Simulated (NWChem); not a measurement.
System: AlHSClF; SMILES [SH][Al]([F])[Cl]

Input file for NWChem:

```
start job
memory heap 200 mb stack 900 mb global 1100 mb
geometry units angstroms
  Al     0.345869     0.036806     0.005886
  Cl    -0.647975     1.864312    -0.013467
  F      2.002964     0.017750     0.008540
  S     -0.736139    -1.831284     0.022426
  H      0.405754    -2.557524     0.031487
end
basis spherical
  * library 3-21g
end
dft
  xc b3lyp
  iterations 150
end
driver
  maxiter 120
end
task dft optimize
task dft freq
```

NWChem printed, in part:

```
             Northwest Computational Chemistry Package (NWChem) 7.3.0
             --------------------------------------------------------

 CS  symmetry detected

                             Geometry "geometry" -> ""
                             -------------------------

 Output coordinates in angstroms (scale by  1.889725989 to convert to a.u.)

  No.       Tag          Charge          X              Y              Z
 ---- ---------------- ---------- -------------- -------------- --------------
    1 Al                  13.0000     0.34328081     0.03044052     0.00000000
    2 Cl                  17.0000    -0.66168683     1.85195600     0.00000000
    3 F                    9.0000     2.00046318     0.02146142     0.00000000
    4 S                   16.0000    -0.72732023    -1.84428307     0.00000000
    5 H                    1.0000     0.41898066    -2.56360251     0.00000000

 Effective nuclear repulsion energy (a.u.)     244.0710455089

      Symmetry information
      --------------------

 Group name             Cs
 Group number              2
 Group order               2
 No. of unique centers     5

                                Z-matrix (autoz)
                                --------

 Units are Angstrom for bonds and degrees for angles

      Type          Name      I     J     K     L     M      Value
      ----------- --------  ----- ----- ----- ----- ----- ----------
    1 Stretch                  1     2                       2.08036
    2 Stretch                  1     3                       1.65721
    3 Stretch                  1     4                       2.15888
    4 Stretch                  4     5                       1.35330
    5 Bend                     1     4     5                92.37938
    6 Bend                     2     1     3               119.19687
    7 Bend                     2     1     4               121.38412
    8 Bend                     3     1     4               119.41901
    9 Torsion                  2     1     4     5         180.00000
   10 Torsion                  3     1     4     5           0.00000

                           NWChem Geometry Optimization
                           ----------------------------

[...]

      ----------------------
      Optimization converged
      ----------------------

  Step       Energy      Delta E   Gmax     Grms     Xrms     Xmax
  ---- ---------------- -------- -------- -------- -------- --------
@    4   -1195.41076276 -1.4D-06  0.00024  0.00010  0.00084  0.00141
                                     ok       ok       ok       ok

                                Z-matrix (autoz)
                                --------

 Units are Angstrom for bonds and degrees for angles

      Type          Name      I     J     K     L     M      Value     Gradient
      ----------- --------  ----- ----- ----- ----- ----- ---------- ----------
    1 Stretch                  1     2                       2.16726    0.00003
    2 Stretch                  1     3                       1.66876   -0.00006
    3 Stretch                  1     4                       2.23197   -0.00009
    4 Stretch                  4     5                       1.37689   -0.00024
    5 Bend                     1     4     5                97.70467   -0.00004
    6 Bend                     2     1     3               118.18667   -0.00004
    7 Bend                     2     1     4               121.22415    0.00011
    8 Bend                     3     1     4               120.58919   -0.00007
    9 Torsion                  2     1     4     5         180.00000    0.00000
   10 Torsion                  3     1     4     5           0.00000    0.00000

                         Geometry "geometry" -> "geometry"
                         ---------------------------------

 Output coordinates in angstroms (scale by  1.889725989 to convert to a.u.)

[...]

 Rotational Constants
 --------------------
 A=   0.144845 cm-1  (  0.208395 K)
 B=   0.066532 cm-1  (  0.095723 K)
 C=   0.045591 cm-1  (  0.065594 K)

 Temperature                      =   298.15K
 frequency scaling parameter      =   1.0000

 Zero-Point correction to Energy  =    8.304 kcal/mol  (  0.013234 au)
 Thermal correction to Energy     =   11.924 kcal/mol  (  0.019002 au)
 Thermal correction to Enthalpy   =   12.516 kcal/mol  (  0.019946 au)

 Total Entropy                    =   78.595 cal/mol-K
   - Translational                =   40.089 cal/mol-K (mol. weight = 113.9287)
   - Rotational                   =   27.686 cal/mol-K (symmetry #  =        1)
   - Vibrational                  =   10.821 cal/mol-K

 Cv (constant volume heat capacity) =   17.215 cal/mol-K
   - Translational                  =    2.979 cal/mol-K
   - Rotational                     =    2.979 cal/mol-K
   - Vibrational                    =   11.256 cal/mol-K

[normal modes left out]

 ----------------------------------------------------------------------------
 Normal Eigenvalue ||           Projected Infra Red Intensities
  Mode   [cm**-1]  || [atomic units] [(debye/angs)**2] [(KM/mol)] [arbitrary]
 ------ ---------- || -------------- ----------------- ---------- -----------
    1       -0.000 ||    0.000000           0.000         0.000       0.000
    2        0.000 ||    0.000551           0.013         0.537       0.226
    3        0.000 ||    0.000046           0.001         0.045       0.019
    4        0.000 ||    0.000143           0.003         0.139       0.058
    5        0.000 ||    0.000540           0.012         0.526       0.221
    6        0.000 ||    0.000403           0.009         0.393       0.165
    7      130.066 ||    0.008346           0.193         8.136       3.421
    8      204.442 ||    0.052734           1.217        51.408      21.615
    9      211.301 ||    0.025169           0.581        24.536      10.316
   10      237.631 ||    0.037106           0.856        36.173      15.209
   11      389.218 ||    0.006144           0.142         5.989       2.518
   12      578.339 ||    0.162073           3.739       157.997      66.431
   13      701.552 ||    0.001679           0.039         1.637       0.688
   14      901.329 ||    0.062838           1.450        61.257      25.756
   15     2457.958 ||    0.008188           0.189         7.982       3.356
 ----------------------------------------------------------------------------
```

Level: B3LYP/3-21G.
